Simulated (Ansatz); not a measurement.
`OC[SiH2][SiH2]O`. The species carries charge 0 and has multiplicity 1.

```json
{"atom": "O1", "x (Å)": "-2.244", "y (Å)": "1.019", "z (Å)": "1.335"}
{"atom": "C2", "x (Å)": "-1.475", "y (Å)": "0.526", "z (Å)": "0.252"}
{"atom": "Si3", "x (Å)": "0.127", "y (Å)": "-0.229", "z (Å)": "0.921"}
{"atom": "Si4", "x (Å)": "1.466", "y (Å)": "-0.955", "z (Å)": "-0.867"}
{"atom": "O5", "x (Å)": "1.920", "y (Å)": "0.302", "z (Å)": "-1.847"}
{"atom": "H6", "x (Å)": "-3.058", "y (Å)": "1.395", "z (Å)": "0.989"}
{"atom": "H7", "x (Å)": "-2.014", "y (Å)": "-0.247", "z (Å)": "-0.314"}
{"atom": "H8", "x (Å)": "-1.216", "y (Å)": "1.321", "z (Å)": "-0.462"}
{"atom": "H9", "x (Å)": "-0.180", "y (Å)": "-1.374", "z (Å)": "1.822"}
{"atom": "H10", "x (Å)": "0.871", "y (Å)": "0.799", "z (Å)": "1.703"}
{"atom": "H11", "x (Å)": "0.717", "y (Å)": "-1.882", "z (Å)": "-1.755"}
{"atom": "H12", "x (Å)": "2.656", "y (Å)": "-1.681", "z (Å)": "-0.333"}
{"atom": "H13", "x (Å)": "2.430", "y (Å)": "1.007", "z (Å)": "-1.445"}
```

**Question.** List the harmonic frequencies (cm⁻¹, unscaled) at PBE0-D4/def2-TZVP in Ansatz. (An estimate is asked.)

**Answer.** The calculation gave: 49, 71, 95, 166, 224, 259, 273, 412, 415, 500, 598, 684, 722, 764, 828, 868, 880, 903, 925, 947, 1077, 1193, 1238, 1374, 1480, 2183, 2202, 2213, 2227, 2991, 3028, 3850, 3922.

**Question.** Is this a minimum?

**Answer.** Yes, all 33 modes are real.

**Question.** Give the ideal-gas thermochemistry at 298.15 K and 1 bar (rigid rotor, harmonic oscillator; point group C1, symmetry number 1).

**Answer.** Zero-point energy 236.6 kJ/mol; H(298) − E = 262.7 kJ/mol; entropy 388.8 J/(mol·K), of which translation 167.3, rotation 116.7, vibration 104.8; G(298) − E = 146.8 kJ/mol. Modes under 100 cm⁻¹ are hindered rotations or soft bends, so the harmonic entropy is rough.

**Question.** Rotational constants (cm⁻¹)?

**Answer.** 0.2194, 0.04242, 0.0387.
